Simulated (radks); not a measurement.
Question: The mean radii <r> (bohr) of the occupied orbitals of an atom or ion are listed with their occupations. Method: Dirac Kohn-Sham, PBEsol, spin-unpolarised, spherical densities, point nucleus; computed with a radial shooting solver on a logarithmic mesh with Libxc functionals.

| orbital | occ. | <r> |
|---|---|---|
| 1s1/2 | 2 | 0.02275 |
| 2s1/2 | 2 | 0.09651 |
| 2p1/2 | 2 | 0.08075 |
| 2p3/2 | 4 | 0.08737 |
| 3s1/2 | 2 | 0.2547 |
| 3p1/2 | 2 | 0.2443 |
| 3p3/2 | 4 | 0.2570 |
| 3d3/2 | 4 | 0.2287 |
| 3d5/2 | 6 | 0.2326 |
| 4s1/2 | 2 | 0.5792 |
| 4p1/2 | 2 | 0.5933 |
| 4p3/2 | 4 | 0.6224 |
| 4d3/2 | 4 | 0.6649 |
| 4d5/2 | 6 | 0.6753 |
| 5s1/2 | 2 | 1.410 |
| 5p1/2 | 2 | 1.595 |
| 5p3/2 | 4 | 1.693 |
| 6s1/2 | 2 | 4.301 |
| 4f5/2 | 2.57143 | 1.007 |
| 4f7/2 | 3.42857 | 1.030 |

Name the element and its charge. Open shells, if any, are shared by 2j + 1.

Answer: Z = 62, samarium, charge 0: Sm in [Xe] 4f6 6s2. The 1s radius gives Z: for a bare nucleus <r> = (2 gamma + 1)/(2Z) with gamma = sqrt(1 - (Z/c)^2), 0.02245 bohr for Z = 62, and screening makes it slightly larger (0.02275 here). The occupations add up to 62, and the charge is Z minus that.
